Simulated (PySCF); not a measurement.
# One molecule, several mistakes: CF2H2Si

All numbers below are calculated, not measured. They come from PySCF 2.14.0, an open-source quantum chemistry program, on an isolated molecule that a program drew, which may never have been made. The molecule is CF2H2Si (charge 0, singlet), drawn as the SMILES string `C=[Si](F)F`.

Each row is a Hartree-Fock (HF) and frozen-core CCSD(T) single point in the cc-pV(D+d)Z basis, meant for a local HF minimum. Run 1 is clean. Each other run has one planted mistake out of seven kinds, and not every kind appears here: one electron removed, one electron added, multiplicity raised by two, geometry at a saddle point, minimal basis STO-3G, one bond length entered in bohr, all coordinates scaled. The reference is restricted for singlets and unrestricted otherwise, and also for a bond in bohr. Adding or removing an electron swaps singlet and doublet. Electrons count all cores. HOMO and LUMO are orbital energies over both spins, the gradient is its largest component, and the lowest frequency (negative if imaginary) is given only where the gradient is small. Bond lengths are over the 5 bonds as drawn. T1 is the CCSD diagnostic: over 0.02 (restricted) or 0.045 (unrestricted) a single reference is doubtful.

Geometry of the clean run:
```xyz
6
CF2H2Si, angstrom
C    -0.3838   -2.8945    0.6813
Si   -0.0187   -2.2108   -0.7888
F     0.0858   -2.9499   -2.1869
F     0.2968   -0.6854   -1.0813
H    -0.4286   -2.2929    1.5788
H    -0.5834   -3.9538    0.7680
```

```
run,electrons,basis functions,<S^2>,HOMO (eV),LUMO (eV),gradient (hartree/bohr),lowest frequency (cm^-1),mean bond (Å),longest bond (Å),T1,HF (hartree),CCSD(T) (hartree),mistake
1,40,75,0.000,-9.21,3.11,2.5e-05,259,1.3989,1.662,0.0132,-526.90338,-527.53816,no fault
2,41,75,0.917,1.60,9.22,5.8e-02,-,1.3989,1.662,0.0289,-526.81645,-527.46259,one electron added
3,40,26,0.000,-5.91,7.98,4.1e-02,-,1.3989,1.662,0.0159,-520.17814,-520.35125,minimal basis STO-3G
4,40,75,0.794,-8.79,1.66,2.2e-02,-,1.5914,2.044,0.0552,-526.76538,-527.39658,?
```

**Which mistake was planted in run 4, and what did it cost?**

The mean bond changes by a factor of 1.138 and the longest by 1.230, so the molecule wasn't scaled as a whole. A length L in bohr read as angstrom grows by (1/0.5292 - 1) L = 0.890 L. The 5 bonds together grew by 5 x 0.1925 = 0.962 Å, which gives L = 1.082 Å. That is the length of one of the C-H bonds, 1.081 Å in the clean geometry. So the mistake is: one bond length entered in bohr. Subtracting run 1 and multiplying by 627.51 kcal/mol a hartree, the energy moved by 86.6 kcal/mol in HF and 88.8 kcal/mol in CCSD(T).

Cautions from the logs. Run 2: the HOMO is above zero, so the electron isn't bound and the energy depends on the basis; run 4: T1 is over the limit, so its CCSD(T) energy is less reliable.
